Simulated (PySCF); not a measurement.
An unknown shows these calculated signals:

¹H NMR (500 MHz, computed): δ 7.34 (m, 1H), 5.43 (m, 1H), 2.11 (d, 3H), 1.37 (m, 3H), 0.36 (br s, 1H).

¹³C{¹H} NMR (computed): δ 151.2 (CH), 129.5 (C), 112.7 (CH), 23.7 (CH3), 17.4 (CH3).

[PySCF 2.14: σ from GIAO-KT2/pcSseg-1; PBE0-D3(BJ)/def2-SVP geometry; no solvent model; a single conformation; relativity neglected; equivalent nuclei averaged]

δ = σ(ref) − σ, references computed at the same level: ¹H (σ = 31.18 ppm), ¹³C (σ = 183.22 ppm) vs TMS.

Q: Which of these does the molecule contain: a non-aromatic C=C double bond, an NH or NH2 group, a C≡C triple bond, a Si–CH3 group, a heteroaromatic ring, a CF3 group?

A: 
- A non-aromatic C=C double bond: yes.
- An NH or NH2 group: yes (δH 0.36 (br s)).
- A C≡C triple bond: no.
- A Si–CH3 group: no.
- A heteroaromatic ring: no.
- A CF3 group: yes (δC 129.5).

The data belong to `C/C=C/[P@](C)(=N)C(F)(F)F`, C₅H₉F₃NP; they needn't prove each group on their own.

Carbon signals by region: 3 in the sp2 and nitrile region (100–160 ppm), 2 below 50 ppm.

OH and NH positions are those of a molecule without intermolecular hydrogen bonds; in solution they move with solvent, concentration and temperature, and exchange usually removes their couplings. Splittings by ¹⁹F and ³¹P in the carbon and heteronuclear signals aren't shown, as no couplings were computed. Shifts are as computed. Against solution values, carbons near 30 ppm lie about +2 ppm off and those near 130 ppm about -5 ppm. Of 1313 compounds with measured shifts, 239 miss one by over three times the rms of a fit or turn the order of signals round; such compounds aren't used in these exercises. No couplings were computed; multiplicities are counted from neighbouring protons, with m where these are inequivalent, close in shift, in a saturated or five-membered ring or joined by F or P, and br s for small geminal =CH2 splittings.
